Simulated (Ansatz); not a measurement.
Wavefunction ladder for `CC[SiH2]C#N`

| atom | x (Å) | y (Å) | z (Å) |
| --- | --- | --- | --- |
| C1 | 1.217 | 0.741 | -0.599 |
| C2 | -0.246 | 0.382 | -0.844 |
| Si3 | -0.877 | -0.976 | 0.270 |
| C4 | -0.668 | -0.426 | 2.030 |
| N5 | -0.519 | -0.052 | 3.110 |
| H6 | 1.545 | 1.534 | -1.275 |
| H7 | 1.873 | -0.119 | -0.757 |
| H8 | 1.375 | 1.092 | 0.423 |
| H9 | -0.399 | 0.053 | -1.878 |
| H10 | -0.889 | 1.256 | -0.704 |
| H11 | -0.091 | -2.227 | 0.139 |
| H12 | -2.320 | -1.257 | 0.086 |

The species carries charge 0 and has multiplicity 1. The geometry is a stationary point of PBE0-D4/def2-TZVP. It is one conformer, not always the lowest. Frozen core, restricted reference, Ansatz. CBS rows extrapolate triple and quadruple zeta; past MP2 they add the triple-zeta difference.

| basis | HF (Eh) | MP2 corr. |
| --- | --- | --- |
| def2-SVP | -460.84985 | -0.66429 |
| def2-TZVPP | -461.14995 | -0.81111 |
| def2-QZVPP | -461.16639 | -0.86423 |

(1) Estimate the CCSD correlation energy and the (T) correction in each basis where they were run (hartree).

Results:

(1) 
```json
{"basis": "def2-SVP", "CCSD corr.": "-0.71540", "(T)": "-0.02484"}
{"basis": "def2-TZVPP", "CCSD corr.": "-0.85325", "(T)": "-0.03789"}
{"basis": "CBS(def2)", "CCSD corr.": "-0.94571", "(T)": "as TZ"}
```
